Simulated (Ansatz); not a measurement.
The multiplicity is imposed and other spin states were not computed.

Method: r2SCAN-D4/def2-SVP in Ansatz (a quantum-chemistry and plane-wave program). No frequencies were computed at this level.

Ansatz 0.2 input:
```yaml
crystal:
  periodic: [false, false, false]
  atoms:
    - { symbol: Cd, position_ang: [-0.870651, 0.364552, 0.14627] }
    - { symbol: O, position_ang: [0.240906, -0.615007, 1.465395] }
    - { symbol: C, position_ang: [-0.147956, -1.162116, 2.693929] }
    - { symbol: H, position_ang: [-0.507623, -0.397968, 3.395932] }
    - { symbol: H, position_ang: [0.748032, -1.624636, 3.123698] }
    - { symbol: H, position_ang: [-0.913384, -1.941421, 2.580694] }
    - { symbol: Cl, position_ang: [0.3334, 1.012589, -1.650397] }
basis:
  gaussian: { orbitals: def2-svp }
hamiltonian:
  xc: r2scan
  dispersion: d4
relax:
  max_steps: 150
```

Output:

```
Functional definition: r2SCAN
978 factors; their error is unknown
mean field evaluation 1: about -20203.6435 eV, gradient 6.1e1 eV
mean field evaluation 2: about -20074.6388 eV, gradient 1.9e2 eV
mean field evaluation 4: about -20211.6405 eV, gradient 1.8e1 eV
mean field evaluation 8: about -20212.4939 eV, gradient 2.1e-1 eV
mean field evaluation 16: about -20212.4554 eV, gradient 3.6e-4 eV
mean field -20212.45540138 eV, -742.7940355063 hartree, gradient 2.5e-5 eV, S^2 0.000000; 0 other end points of the search recorded, 0 dependent functions left out
reference -20212.45541430 eV, -742.7940359813 hartree; 27, 27 occupied and 65, 65 virtual orbitals, 978 factors
relax step   1: F+E_penalty+E_count = -20212.48695307 eV  Δ(F+E_penalty+E_count) = +0.000e0 eV  max|allowed force component| = 1.182e0 eV/Å  Δτ_max = 0.0000 Å  (30 SCF iters, accepted)
these checks for a lower state are left out or cut short: starts, cluster_reference, orbital_swaps, neighbouring_geometries, increment
978 factors; their error is unknown
mean field -20212.71521344 eV, -742.8035834235 hartree, gradient 1.8e-5 eV, S^2 0.000000; 0 other end points of the search recorded, 0 dependent functions left out
reference -20212.71522625 eV, -742.8035838944 hartree; 27, 27 occupied and 65, 65 virtual orbitals, 978 factors
relax step   2: F+E_penalty+E_count = -20212.74595322 eV  Δ(F+E_penalty+E_count) = -2.590e-1 eV  max|allowed force component| = 8.436e-1 eV/Å  Δτ_max = 0.1983 Å  (32 SCF iters, accepted)
these checks for a lower state are left out or cut short: starts, cluster_reference, orbital_swaps, neighbouring_geometries, increment
978 factors; their error is unknown
mean field evaluation 32: about -20212.9308 eV, gradient 5.1e-6 eV
mean field -20212.93083912 eV, -742.8115075209 hartree, gradient 6.6e-6 eV, S^2 0.000000; 0 other end points of the search recorded, 0 dependent functions left out
reference -20212.93085184 eV, -742.8115079884 hartree; 27, 27 occupied and 65, 65 virtual orbitals, 978 factors
relax step   3: F+E_penalty+E_count = -20212.96094684 eV  Δ(F+E_penalty+E_count) = -2.150e-1 eV  max|allowed force component| = 8.397e-1 eV/Å  Δτ_max = 0.1958 Å  (32 SCF iters, accepted)
these checks for a lower state are left out or cut short: starts, cluster_reference, orbital_swaps, neighbouring_geometries, increment
978 factors; their error is unknown
mean field -20213.11898342 eV, -742.8184216966 hartree, gradient 8.4e-6 eV, S^2 0.000000; 0 other end points of the search recorded, 0 dependent functions left out
reference -20213.11899631 eV, -742.8184221701 hartree; 27, 27 occupied and 65, 65 virtual orbitals, 978 factors
relax step   4: F+E_penalty+E_count = -20213.14877612 eV  Δ(F+E_penalty+E_count) = -1.878e-1 eV  max|allowed force component| = 5.731e-1 eV/Å  Δτ_max = 0.1998 Å  (32 SCF iters, accepted)
these checks for a lower state are left out or cut short: starts, cluster_reference, orbital_swaps, neighbouring_geometries, increment
978 factors; their error is unknown
mean field -20213.24836794 eV, -742.8231764901 hartree, gradient 9.1e-6 eV, S^2 0.000000; 0 other end points of the search recorded, 0 dependent functions left out
reference -20213.24838087 eV, -742.8231769651 hartree; 27, 27 occupied and 65, 65 virtual orbitals, 978 factors
relax step   5: F+E_penalty+E_count = -20213.27806047 eV  Δ(F+E_penalty+E_count) = -1.293e-1 eV  max|allowed force component| = 2.607e-1 eV/Å  Δτ_max = 0.1996 Å  (32 SCF iters, accepted)
these checks for a lower state are left out or cut short: starts, cluster_reference, orbital_swaps, neighbouring_geometries, increment
978 factors; their error is unknown
mean field -20213.31839192 eV, -742.8257498236 hartree, gradient 1.9e-5 eV, S^2 0.000000; 0 other end points of the search recorded, 0 dependent functions left out
reference -20213.31840498 eV, -742.8257503037 hartree; 27, 27 occupied and 65, 65 virtual orbitals, 978 factors
relax step   6: F+E_penalty+E_count = -20213.34841757 eV  Δ(F+E_penalty+E_count) = -7.036e-2 eV  max|allowed force component| = 3.265e-1 eV/Å  Δτ_max = 0.2000 Å  (35 SCF iters, accepted)
these checks for a lower state are left out or cut short: starts, cluster_reference, orbital_swaps, neighbouring_geometries, increment
978 factors; their error is unknown
mean field -20213.33129801 eV, -742.8262241138 hartree, gradient 1.0e-5 eV, S^2 0.000000; 0 other end points of the search recorded, 0 dependent functions left out
reference -20213.33131104 eV, -742.8262245927 hartree; 27, 27 occupied and 65, 65 virtual orbitals, 978 factors
relax step   7: F+E_penalty+E_count = -20213.36132420 eV  Δ(F+E_penalty+E_count) = -1.291e-2 eV  max|allowed force component| = 4.174e-1 eV/Å  Δτ_max = 0.1921 Å  (32 SCF iters, accepted)
these checks for a lower state are left out or cut short: starts, cluster_reference, orbital_swaps, neighbouring_geometries, increment
978 factors; their error is unknown
mean field evaluation 64: about -20213.3769 eV, gradient 4.2e-2 eV
mean field -20213.34254666 eV, -742.8266374939 hartree, gradient 1.7e-5 eV, S^2 0.000000; 0 other end points of the search recorded, 0 dependent functions left out
reference -20213.34255973 eV, -742.8266379745 hartree; 27, 27 occupied and 65, 65 virtual orbitals, 978 factors
relax step   8: F+E_penalty+E_count = -20213.37275307 eV  Δ(F+E_penalty+E_count) = -1.143e-2 eV  max|allowed force component| = 2.916e-1 eV/Å  Δτ_max = 0.0794 Å  (32 SCF iters, accepted)
these checks for a lower state are left out or cut short: starts, cluster_reference, orbital_swaps, neighbouring_geometries, increment
978 factors; their error is unknown
mean field -20213.34735740 eV, -742.8268142854 hartree, gradient 1.5e-5 eV, S^2 0.000000; 0 other end points of the search recorded, 0 dependent functions left out
reference -20213.34737045 eV, -742.8268147652 hartree; 27, 27 occupied and 65, 65 virtual orbitals, 978 factors
relax step   9: F+E_penalty+E_count = -20213.37758760 eV  Δ(F+E_penalty+E_count) = -4.835e-3 eV  max|allowed force component| = 6.462e-2 eV/Å  Δτ_max = 0.0363 Å  (31 SCF iters, accepted)
these checks for a lower state are left out or cut short: starts, cluster_reference, orbital_swaps, neighbouring_geometries, increment
978 factors; their error is unknown
mean field -20213.34752731 eV, -742.8268205296 hartree, gradient 1.4e-5 eV, S^2 0.000000; 0 other end points of the search recorded, 0 dependent functions left out
reference -20213.34754037 eV, -742.8268210095 hartree; 27, 27 occupied and 65, 65 virtual orbitals, 978 factors
relax step  10: F+E_penalty+E_count = -20213.37777287 eV  Δ(F+E_penalty+E_count) = -1.853e-4 eV  max|allowed force component| = 3.851e-2 eV/Å  Δτ_max = 0.0077 Å  (32 SCF iters, accepted)
these checks for a lower state are left out or cut short: starts, cluster_reference, orbital_swaps, neighbouring_geometries, increment
978 factors; their error is unknown
mean field -20213.34757964 eV, -742.8268224527 hartree, gradient 1.5e-5 eV, S^2 0.000000; 0 other end points of the search recorded, 0 dependent functions left out
reference -20213.34759270 eV, -742.8268229327 hartree; 27, 27 occupied and 65, 65 virtual orbitals, 978 factors
relax step  11: F+E_penalty+E_count = -20213.37784885 eV  Δ(F+E_penalty+E_count) = -7.598e-5 eV  max|allowed force component| = 7.378e-3 eV/Å  Δτ_max = 0.0078 Å  (32 SCF iters, accepted)
978 factors; their error is unknown
mean field evaluation 96: about -20212.6051 eV, gradient 1.8e1 eV
mean field -20213.34757964 eV, -742.8268224527 hartree, gradient 1.5e-5 eV, S^2 0.000000; 1 other end points of the search recorded, 0 dependent functions left out
reference -20213.34759270 eV, -742.8268229327 hartree; 27, 27 occupied and 65, 65 virtual orbitals, 978 factors
Total energy: -20213.37786191 eV, -742.8279353057 hartree
Atom 0 at     0.060903     0.159089     0.076535 Å, force     0.001695     0.007378    -0.004144 eV/Å
Atom 1 at     0.682077    -0.837463     1.654967 Å, force    -0.000502    -0.004223     0.004249 eV/Å
Atom 2 at    -0.175435    -1.167124     2.715314 Å, force     0.002266     0.000507    -0.003128 eV/Å
Atom 3 at    -0.614312    -0.285551     3.227621 Å, force     0.000575    -0.000971     0.000531 eV/Å
Atom 4 at     0.413966    -1.715294     3.474173 Å, force    -0.002805    -0.000199     0.001328 eV/Å
Atom 5 at    -1.015180    -1.831284     2.422178 Å, force     0.000592    -0.000100     0.001051 eV/Å
Atom 6 at    -0.469295     1.313620    -1.815266 Å, force    -0.001820    -0.002392     0.000113 eV/Å
Dipole moment:    -0.142867    -0.129262     0.307212 e Å
```

Cost: roughly 60 core-seconds.
